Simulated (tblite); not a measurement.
Compound: C₅H₁₂AlBrSi.
Geometry (GFN2-xTB, Å), atoms numbered from 1 in this order:
```
atom  x, y, z in Å
C1     2.286    0.059    0.205
C2     1.164    0.187   -0.815
C3    -0.220    0.215   -0.153
Al4   -0.147    1.750    1.143
Br5   -1.127    1.802    3.176
C6    -1.335    0.308   -1.250
Si7   -1.973   -1.440   -0.833
C8    -0.607   -1.162    0.470
H9     2.236   -0.890    0.735
H10    3.264    0.142   -0.264
H11    2.197    0.864    0.953
H12    1.301    1.125   -1.367
H13    1.222   -0.634   -1.537
H14    0.529    3.065    0.717
H15   -0.933    0.466   -2.250
H16   -2.056    1.110   -1.068
H17   -1.699   -2.474   -1.832
H18   -3.348   -1.527   -0.343
H19    0.213   -1.878    0.486
H20   -0.973   -1.077    1.499
```

Computed values, GFN2-xTB/tblite, gas phase, harmonic and unscaled. The method is semi-empirical: single wavenumbers can be off by several per cent or more. Modes of hydrogen on aluminium and silicon can be 10 to 20 % off. One conformer, not necessarily the lowest. The optimisation stopped once no atom felt more than 0.01 eV/Å.

Lowest wavenumbers of the output (negative numbers stand for imaginary wavenumbers):
```
mode    cm-1
  1     -37.2
  2      19.5
  3      55.1
  4     106.4
  5     125.6
  6     139.6
  7     214.6
  8     260.2
```

Q: Is this structure a minimum?

A: Not by this Hessian. 1 mode is imaginary beyond 20i (37i cm⁻¹), so at this level the point lies at or near a first-order saddle. The curvature is small, so loose convergence or finite differences may be the whole cause.

Q: Which atoms move in the imaginary mode?

A: 37i: Si7 (SiH2 silicon) 25 %. These are shares of the mass-weighted motion.

Q: What is the remedy?

A: Step along that mode in both directions, optimise again with tighter thresholds and repeat the frequencies. The zero-point energy of this point (93.1 kcal/mol) counts the 53 real modes alone, and thermal corrections from it aren't those of a minimum.
